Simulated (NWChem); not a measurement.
System meant: C$_{2}$H$_{4}$AuNO; SMILES [OH][Au]<-[N]#CC

NWChem input:

```
start job
memory heap 200 mb stack 900 mb global 1100 mb
geometry units angstroms noautoz
  Au     0.456716    -0.099617    -0.377821
  O      1.942773    -0.486817    -1.579594
  H      2.329312     0.367650    -1.853559
  C     -3.052707     0.619805     2.463679
  C     -1.942742     0.378518     1.561322
  N     -1.045824     0.185458     0.834646
  H     -3.156422     1.706473     2.658988
  H     -2.885825     0.102361     3.430317
  H     -4.000216     0.248446     2.023072
end
basis spherical
  * library def2-svp
end
ecp
  Au library def2-ecp
end
dft
  xc b3lyp
  iterations 4
  mulliken
end
task dft energy
```

End of the output:

```
    Atom       Charge   Shell Charges
 -----------   ------   -------------------------------------------------------
    1 Au  19    19.09   0.00  0.02  1.04  0.90  0.61  0.43  4.96  1.15  0.30  7.85  1.80  0.03
    2 O    8     8.27   1.97  0.91  0.64  2.68  2.06  0.02
    3 H    1     0.92   0.56  0.18  0.18
    4 C    6     6.05   1.96  0.57  0.30  1.90  1.24  0.08
    5 C    6     5.98   1.97  0.65  0.29  1.89  1.07  0.11
    6 N    7     6.91   1.97  0.80  0.47  2.13  1.48  0.06
    7 H    1     0.93   0.62  0.24  0.06
    8 H    1     0.93   0.62  0.24  0.06
    9 H    1     0.93   0.62  0.24  0.06

 center of mass
 --------------
 x =  -0.00621513 y =  -0.22649006 z =  -0.00019286

 moments of inertia (a.u.)
 ------------------
        1867.495209061792           0.000000000000           0.000000000000
           0.000000000000          14.592543305052           0.000000000000
           0.000000000000           0.000000000000        1870.412263698502

     Multipole analysis of the density
     ---------------------------------

     L   x y z        total         alpha         beta         nuclear
     -   - - -        -----         -----         ----         -------
     0   0 0 0      0.000000    -25.000000    -25.000000     50.000000

     1   1 0 0      0.563185      0.296246      0.296246     -0.029307
     1   0 1 0      3.079736    -27.751938    -27.751938     58.583612
     1   0 0 1      0.001547     -0.017966     -0.017966      0.037479

     2   2 0 0    -33.906023    -21.200169    -21.200169      8.494314
     2   1 1 0     -3.347748      0.236663      0.236663     -3.821074
     2   1 0 1      0.003647     -0.000491     -0.000491      0.004629
     2   0 2 0    -20.422611   -500.392688   -500.392688    980.362765
     2   0 1 1      0.018954      0.001474      0.001474      0.016007
     2   0 0 2    -35.397589    -20.594795    -20.594795      5.792001

 ------------------------------------------------------------------------
 dft energy failed                                                                                  0
 ------------------------------------------------------------------------
 ------------------------------------------------------------------------
  current input line :
    25: task dft energy
 ------------------------------------------------------------------------
 ------------------------------------------------------------------------
 This type of error is most commonly associated with calculations not reaching convergence criteria
 ------------------------------------------------------------------------
 For more information see the NWChem manual at https://nwchemgit.github.io

0:dft energy failed:Received an Error in Communication
```

### Question
Find the fault in this run and fix the input.

### Answer
The run did not converge; its last values are not results. Cause: the SCF was allowed too few iterations. This input runs:
```
start job
memory heap 200 mb stack 900 mb global 1100 mb
geometry units angstroms noautoz
  Au     0.456716    -0.099617    -0.377821
  O      1.942773    -0.486817    -1.579594
  H      2.329312     0.367650    -1.853559
  C     -3.052707     0.619805     2.463679
  C     -1.942742     0.378518     1.561322
  N     -1.045824     0.185458     0.834646
  H     -3.156422     1.706473     2.658988
  H     -2.885825     0.102361     3.430317
  H     -4.000216     0.248446     2.023072
end
basis spherical
  * library def2-svp
end
ecp
  Au library def2-ecp
end
dft
  xc b3lyp
  iterations 150
  mulliken
end
task dft energy
```
It converges to -344.21806 Ha (B3LYP/def2-SVP with def2 effective core potentials on Au).
